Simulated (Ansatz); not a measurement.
ClFH$_{7}$N$_{3}$Si$_{2}$, SMILES `N[Si@H](F)N[Si@H](N)Cl`, relaxed with RKS PBE0-D4/def2-TZVP in the Gaussian-basis code of Ansatz from a GFN2-xTB geometry. The force threshold is 0.005 eV/Å; the program also tests the step.

The species carries charge 0 and has multiplicity 1.

Start:

```xyz
14

N     1.779    0.722    0.515
Si    0.776   -0.384    1.362
F     1.350   -1.808    0.870
N    -0.842   -0.178    0.821
Si   -1.434   -0.372   -0.791
N    -0.366    0.498   -1.811
Cl   -3.231    0.538   -0.888
H     1.520    1.694    0.505
H     2.779    0.624    0.587
H     0.782   -0.435    2.813
H    -1.538   -0.087    1.540
H    -1.651   -1.785   -1.105
H    -0.542    0.558   -2.800
H     0.619    0.416   -1.618
```

```
         step  energy (eV)  largest force (eV/Å)  largest move (Å)
            1  -35571.7853                 1.073             0.000
            2  -35571.8590                 0.464             0.084
            3  -35571.8815                 0.279             0.126
            4  -35571.9092                 0.166             0.200
            5  -35571.9105                 0.312             0.200
            6  -35571.9341                 0.386             0.088
            7  -35571.9608                 0.178             0.200
            8  -35571.9692                 0.192             0.101
 9 (rejected)  -35571.9685                 0.546             0.152
           10  -35571.9729                 0.073             0.076
           11  -35571.9750                 0.108             0.099
           12  -35571.9761                 0.052             0.033
           13  -35571.9765                 0.053             0.023
           14  -35571.9770                 0.054             0.043
           15  -35571.9773                 0.020             0.024
16 (rejected)  -35571.9770                 0.054             0.016
           17  -35571.9775                 0.004             0.008
           18  -35571.9775                 0.007             0.011
           19  -35571.9775                 0.004             0.002
```

End:

```xyz
14

N     1.609    0.909    0.552
Si    0.821   -0.416    1.297
F     1.691   -1.677    0.848
N    -0.802   -0.466    0.778
Si   -1.470   -0.296   -0.798
N    -0.192   -0.001   -1.858
Cl   -2.899    1.210   -0.682
H     1.237    1.836    0.697
H     2.617    0.926    0.532
H     0.799   -0.448    2.778
H    -1.476   -0.592    1.521
H    -2.250   -1.465   -1.253
H    -0.297   -0.050   -2.856
H     0.613    0.529   -1.554
```

Hardware: 2 threads of an AMD EPYC 7R13 on a shared host and a share of an NVIDIA H100 80 GB. Wall time 58 s, peak host memory 0.93 GiB.
